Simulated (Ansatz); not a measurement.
(MgO)3 ring (Mg₃O₃). Charge 0, multiplicity 3. Geometry PBE0-D4/def2-SVP, that of the neutral singlet.

```xyz
6

Mg   -1.387   -0.990   -0.070
O    -1.653    0.581    0.843
Mg   -0.063    1.499    0.811
O     1.581    1.129    0.081
Mg    1.450   -0.509   -0.741
O     0.072   -1.709   -0.924
```

At PBE-D4/def2-TZVP the gap within one spin of the charge 0 triplet nearly closes, so an electron or hole may be smeared out by delocalisation error. At PBE0-D4/def2-TZVP a singlet of charge 0 lies 3.25 eV below the triplet at the same geometry.

Question: Estimate the α-spin orbital energies around the gap (eV) in Ansatz with PBE-D4/def2-TZVP, r2SCAN-D4/def2-TZVP, PBE0-D4/def2-TZVP.

Answer: 
```json
{"orbital": "HOMO−5", "PBE-D4/def2-TZVP": "-7.28", "r2SCAN-D4/def2-TZVP": "-7.61", "PBE0-D4/def2-TZVP": "-9.71"}
{"orbital": "HOMO−4", "PBE-D4/def2-TZVP": "-7.14", "r2SCAN-D4/def2-TZVP": "-7.60", "PBE0-D4/def2-TZVP": "-8.94"}
{"orbital": "HOMO−3", "PBE-D4/def2-TZVP": "-6.82", "r2SCAN-D4/def2-TZVP": "-7.19", "PBE0-D4/def2-TZVP": "-8.05"}
{"orbital": "HOMO−2", "PBE-D4/def2-TZVP": "-6.63", "r2SCAN-D4/def2-TZVP": "-7.01", "PBE0-D4/def2-TZVP": "-7.30"}
{"orbital": "HOMO−1", "PBE-D4/def2-TZVP": "-6.54", "r2SCAN-D4/def2-TZVP": "-6.88", "PBE0-D4/def2-TZVP": "-6.99"}
{"orbital": "HOMO", "PBE-D4/def2-TZVP": "-3.39", "r2SCAN-D4/def2-TZVP": "-3.39", "PBE0-D4/def2-TZVP": "-3.72"}
{"orbital": "LUMO", "PBE-D4/def2-TZVP": "-2.41", "r2SCAN-D4/def2-TZVP": "-2.39", "PBE0-D4/def2-TZVP": "-1.95"}
{"orbital": "LUMO+1", "PBE-D4/def2-TZVP": "-2.39", "r2SCAN-D4/def2-TZVP": "-2.37", "PBE0-D4/def2-TZVP": "-1.70"}
{"orbital": "LUMO+2", "PBE-D4/def2-TZVP": "-0.76", "r2SCAN-D4/def2-TZVP": "-0.64", "PBE0-D4/def2-TZVP": "-0.31"}
{"orbital": "LUMO+3", "PBE-D4/def2-TZVP": "-0.45", "r2SCAN-D4/def2-TZVP": "-0.23", "PBE0-D4/def2-TZVP": "0.26"}
{"orbital": "LUMO+4", "PBE-D4/def2-TZVP": "-0.08", "r2SCAN-D4/def2-TZVP": "0.13", "PBE0-D4/def2-TZVP": "0.58"}
{"orbital": "LUMO+5", "PBE-D4/def2-TZVP": "-0.06", "r2SCAN-D4/def2-TZVP": "0.15", "PBE0-D4/def2-TZVP": "0.61"}
{"orbital": "β HOMO", "PBE-D4/def2-TZVP": "-6.21", "r2SCAN-D4/def2-TZVP": "-6.35", "PBE0-D4/def2-TZVP": "-6.76"}
{"orbital": "β LUMO", "PBE-D4/def2-TZVP": "-6.18", "r2SCAN-D4/def2-TZVP": "-6.18", "PBE0-D4/def2-TZVP": "-5.55"}
```
